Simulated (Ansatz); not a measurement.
C₄H₉LiO, charge +1, doublet, geometry from GFN2-xTB (such geometries of metal compounds can be far from the true shape) (a state made from the parent by changing its charge; the spin is typed, not shown lowest); PBE/cc-pVDZ in Ansatz (a program for electronic structure).

The Ansatz input:
Ansatz 0.2 input:
```yaml
crystal:
  periodic: [false, false, false]
  atoms:
    - {symbol: Li, position_ang: [1.00275402, 1.90289940, 1.94010571]}
    - {symbol: O, position_ang: [0.42811941, 0.81981246, 0.84106518]}
    - {symbol: C, position_ang: [-0.07634044, -0.06171066, -0.00743218]}
    - {symbol: C, position_ang: [1.01719818, -1.15247791, -0.34195455]}
    - {symbol: C, position_ang: [-1.36757166, -0.71656562, 0.44818983]}
    - {symbol: C, position_ang: [-0.26881521, 0.62624137, -1.41888001]}
    - {symbol: H, position_ang: [0.63507046, -1.83349040, -1.09361338]}
    - {symbol: H, position_ang: [1.21378005, -1.68000699, 0.58880178]}
    - {symbol: H, position_ang: [1.93137196, -0.67982516, -0.68895318]}
    - {symbol: H, position_ang: [-1.20791031, -1.24093350, 1.39012098]}
    - {symbol: H, position_ang: [-1.73909090, -1.41960691, -0.29026196]}
    - {symbol: H, position_ang: [-2.12734785, 0.04276591, 0.63187034]}
    - {symbol: H, position_ang: [0.65988777, 1.08476246, -1.74564783]}
    - {symbol: H, position_ang: [-1.02408265, 1.39647012, -1.27974469]}
    - {symbol: H, position_ang: [-0.60172127, -0.11025644, -2.14094915]}
basis:
  gaussian:
    orbitals: cc-pVDZ
    final_grid: {core_spheres: 4, valence_spheres: 8, degree: 17}
hamiltonian:
  xc: pbe
total_charge: 1
magnetization: {spin_polarized: true, initial_magnetization: 1}
```

Q: Write the output that Ansatz gives for this input, abridged.

A: 
```
Functional definition: PBE
1502 factors; their error is unknown
mean field evaluation 1: about -6510.2790 eV, gradient 6.6e1 eV
mean field evaluation 2: about -6418.1529 eV, gradient 1.3e2 eV
mean field evaluation 4: about -6530.6184 eV, gradient 1.3e1 eV
mean field evaluation 8: about -6531.4997 eV, gradient 2.0e-1 eV
mean field evaluation 16: about -6531.4380 eV, gradient 1.4e-3 eV
mean field evaluation 32: about -6531.2879 eV, gradient 2.1e0 eV
mean field -6531.43795063 eV, -240.0259175182 hartree, gradient 1.9e-5 eV, S^2 0.751901; 3 other end points of the search recorded, 0 dependent functions left out
reference -6531.43805190 eV, -240.0259212397 hartree; 22, 21 occupied and 107, 108 virtual orbitals, 1502 factors
Total energy: -6531.43805190 eV, -240.0259212397 hartree
```
